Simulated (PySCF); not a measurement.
## `CC#C[SiH2]N([SiH3])[SiH2]P`: 4 charge schemes on one density

C3H12NPSi3.
Numbering: `[CH3:1][C:2]#[C:3][SiH2:4][N:5]([SiH3:6])[SiH2:7][PH2:8]` (hydrogens: H9, H10, H11 on C1; H12, H13 on Si4; H14, H15, H16 on Si6; H17, H18 on Si7; H19, H20 on P8)

Structure used (GFN2-xTB), in Å, numbered top down from 1:
```xyz
20
C3H12NPSi3 angstrom
C      3.3459    1.5462   -0.3297
C      2.2850    0.8440    0.3575
C      1.4069    0.2557    0.9378
Si    -0.0021   -0.6036    1.7674
N     -1.2936   -0.8243    0.6024
Si    -1.8864   -2.3828    0.0966
Si    -1.8641    0.5618   -0.2794
P     -0.9455    0.5767   -2.3226
H      3.9613    2.0865    0.3895
H      3.9725    0.8376   -0.8713
H      2.9236    2.2584   -1.0391
H     -0.5218    0.2462    2.8460
H      0.4131   -1.9233    2.2383
H     -3.3479   -2.3482    0.1885
H     -1.4606   -2.6607   -1.2775
H     -1.3367   -3.3668    1.0248
H     -1.5404    1.7468    0.5189
H     -3.3161    0.4554   -0.4494
H     -1.1459    1.9300   -2.5291
H      0.3477    0.7751   -1.8728
```

Density: PBE0/pcSseg-1 (PySCF); schemes: Mulliken, IAO, Hirshfeld and ESP-fitted. Geometry: GFN2-xTB, one conformer, isolated molecule.

Q: Do the Mulliken, IAO, Hirshfeld and ESP-fitted schemes agree on where the charge is lowest?

A: All schemes agree: Mulliken N5 (-1.082); IAO N5 (-1.029); Hirshfeld N5 (-0.345); ESP-fitted N5 (-0.537).

Q: At which atom do the 4 schemes differ most?

A: At N5: from -1.082 (Mulliken) to -0.345 e (Hirshfeld), 0.737 e apart.

Q: What partial charge does each atom carry?

A: In e:

```csv
atom,environment,Mulliken,IAO,Hirshfeld,ESP-fitted
C1,propargylic carbon,-0.161,-0.440,-0.091,-0.467
C2,alkyne carbon,-0.135,+0.011,-0.017,+0.158
C3,alkyne carbon,-0.425,-0.401,-0.184,-0.412
Si4,SiH2 silicon,+0.789,+0.901,+0.381,+0.564
N5,nitrogen bridging silicon atoms,-1.082,-1.029,-0.345,-0.537
Si6,SiH3 silicon,+0.643,+0.737,+0.343,+0.551
Si7,SiH2 silicon,+0.552,+0.710,+0.311,+0.536
P8,three-coordinate phosphorus,-0.221,-0.127,-0.031,-0.424
H9,methyl hydrogen,+0.157,+0.178,+0.066,+0.180
H10,methyl hydrogen,+0.157,+0.177,+0.065,+0.176
H11,methyl hydrogen,+0.153,+0.175,+0.064,+0.155
H12,Si–H hydrogen,-0.077,-0.134,-0.076,-0.102
H13,Si–H hydrogen,-0.092,-0.120,-0.069,-0.080
H14,Si–H hydrogen,-0.090,-0.132,-0.079,-0.135
H15,Si–H hydrogen,-0.075,-0.135,-0.081,-0.110
H16,Si–H hydrogen,-0.103,-0.122,-0.075,-0.115
H17,Si–H hydrogen,-0.060,-0.122,-0.078,-0.134
H18,Si–H hydrogen,-0.049,-0.123,-0.079,-0.085
H19,P–H hydrogen,+0.056,-0.005,-0.011,+0.121
H20,P–H hydrogen,+0.062,+0.002,-0.014,+0.162
```

Mean size of the charges over all atoms: IAO 0.289 e, ESP-fitted 0.260 e, Mulliken 0.257 e, Hirshfeld 0.123 e. Each set sums to the total charge, 0, to within 0.001 e. The ESP scheme fits charges at the nuclei, held to the total charge, to the electrostatic potential on points at 1.4 to 2.0 times the van der Waals radii.

Q: How many electrons does the ESP-fitted scheme count on Si4?

A: Z − q = 14 − (+0.564) = 13.436.

Q: Sum the charges by element, for elements with more than one atom.

A: 
| element | atoms | Mulliken | IAO | Hirshfeld | ESP-fitted |
| --- | --- | --- | --- | --- | --- |
| C | 3 | -0.721 | -0.830 | -0.292 | -0.721 |
| Si | 3 | +1.984 | +2.347 | +1.034 | +1.651 |
| H | 12 | +0.039 | -0.360 | -0.367 | +0.033 |
